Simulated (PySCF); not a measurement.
C2H2BFO.

```xyz
7

B      0.0236     0.4892     0.0000
C      0.0308    -1.0498     0.0000
C      0.0013    -2.2657     0.0000
H     -0.0124    -3.3406     0.0000
F      1.1707     1.1582     0.0000
O     -1.1154     1.2123     0.0000
H     -1.9111     0.6660     0.0000
```

The structure is a stationary point at B3LYP-D3(BJ)/def2-SVP. One conformer was computed; it need not be the lowest.

Method: B3LYP/pcSseg-1 (PySCF). Non-relativistic, no solvent.

Computed absolute GIAO shielding of each atom: isotropic value and principal components (ppm):
| atom | σ(iso) | σ11 | σ22 | σ33 | span |
|---|---|---|---|---|---|
| B1 | 78.6 | 60.2 | 87.8 | 87.9 | 27.7 |
| C2 | 97.3 | -6.1 | 6.6 | 291.3 | 297.4 |
| C3 | 84.5 | -2.0 | 12.1 | 243.2 | 245.2 |
| H4 | 29.1 | 24.6 | 24.8 | 38.0 | 13.4 |
| F5 | 259.1 | 93.9 | 294.7 | 388.7 | 294.8 |
| O6 | 177.4 | 17.5 | 252.5 | 262.4 | 244.9 |
| H7 | 26.6 | 21.8 | 24.4 | 33.5 | 11.6 |
